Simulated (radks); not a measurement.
Task: Species: Xe3+. Configuration: [Kr] 4d9.5 5s2 5p3.5 (fractional occupations, a model configuration). Method: Dirac Kohn-Sham, BLYP, spin-unpolarised, spherical densities, point nucleus; open shells are shared between the two j in proportion to 2j + 1; computed with a radial shooting solver on a logarithmic mesh with Libxc functionals. Some entries of the table are withheld. Estimate them.

orbital,occ.,eigenvalue (hartree),r(max) (bohr)
1s1/2,2,-1263.872,0.01715
2s1/2,2,-197.8552,0.09710
2p1/2,2,-185.9845,0.07437
2p3/2,4,-174.0487,0.07926
3s1/2,2,-41.59954,0.2791
3p1/2,2,-36.66651,(1)
3p3/2,4,-34.39920,(2)
3d3/2,4,-25.71778,0.2240
3d5/2,6,-25.23839,0.2271
4s1/2,2,-8.63267,0.6603
4p1/2,2,-6.88138,(3)
4p3/2,4,-6.42364,(4)
4d3/2,3.8,-3.58336,0.7398
4d5/2,5.7,-3.50835,0.7480
5s1/2,2,-1.88940,1.563
5p1/2,1.16667,-1.43432,(5)
5p3/2,2.33333,-1.36852,(6)

Result: 
(1) 3p1/2 r(max) (bohr): 0.2656
(2) 3p3/2 r(max) (bohr): 0.2764
(3) 4p1/2 r(max) (bohr): 0.6757
(4) 4p3/2 r(max) (bohr): 0.6997
(5) 5p1/2 r(max) (bohr): 1.726
(6) 5p3/2 r(max) (bohr): 1.789
